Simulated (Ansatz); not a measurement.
Input file for Ansatz (a first-principles code): R-r2SCAN/def2-TZVPPD on BF3H2O (a complex), monomers drawn apart or pushed together. Files ending in .json are basis or fitting sets from the Basis Set Exchange.

Ansatz 0.2 input:
```yaml
crystal:
  periodic: [false, false, false]
  atoms:
    - {symbol: F, position_ang: [1.05791979, -0.78438271, 0.30186759]}
    - {symbol: B, position_ang: [0.02946766, 0.02507244, 0.57220025]}
    - {symbol: F, position_ang: [0.21096397, 1.34710422, 0.36965325]}
    - {symbol: F, position_ang: [-1.21322866, -0.46047264, 0.36873772]}
    - {symbol: O, position_ang: [0.02881139, 0.02153222, 3.18313776]}
    - {symbol: H, position_ang: [-0.83478634, -0.27930910, 3.49649360]}
    - {symbol: H, position_ang: [0.15600331, 0.92571441, 3.50055126]}
basis:
  gaussian:
    orbitals: def2-TZVPPD.json
hamiltonian:
  xc: {name: r2SCAN}
scf: {lower_state_search: off}
```

Output:

```
WARN ansatz: RAYON_NUM_THREADS=1 ignored (pool sized by the plan → 1); use --threads N
Functional definition: r2SCAN
these checks for a lower state are left out or cut short: stability, starts, cluster_reference, orbital_swaps, neighbouring_geometries, increment
integrals: 0.13 GiB planned
1058 factors; their error is unknown
mean field: 1.00 GiB planned
mean field evaluation 1: about -10904.3933 eV, gradient 7.2e1 eV
mean field evaluation 2: about -10887.8773 eV, gradient 1.2e2 eV
mean field evaluation 4: about -10911.7023 eV, gradient 6.3e0 eV
mean field evaluation 8: about -10911.7558 eV, gradient 1.6e-1 eV
mean field evaluation 16: about -10911.7487 eV, gradient 1.4e-4 eV
mean field -10911.74865676 eV, -400.9993668871 hartree, gradient 6.7e-6 eV, S^2 0.000000; 0 other end points of the search recorded, 0 dependent functions left out
reference -10911.74868054 eV, -400.9993677608 hartree; 21, 21 occupied and 210, 210 virtual orbitals, 1058 factors
Total energy: -10911.74868054 eV, -400.9993677608 hartree
Checks for a lower state left out: stability, starts, cluster_reference, orbital_swaps, neighbouring_geometries, increment
```

Self-consistency was reached.

Cost: roughly 3.0 core-seconds.
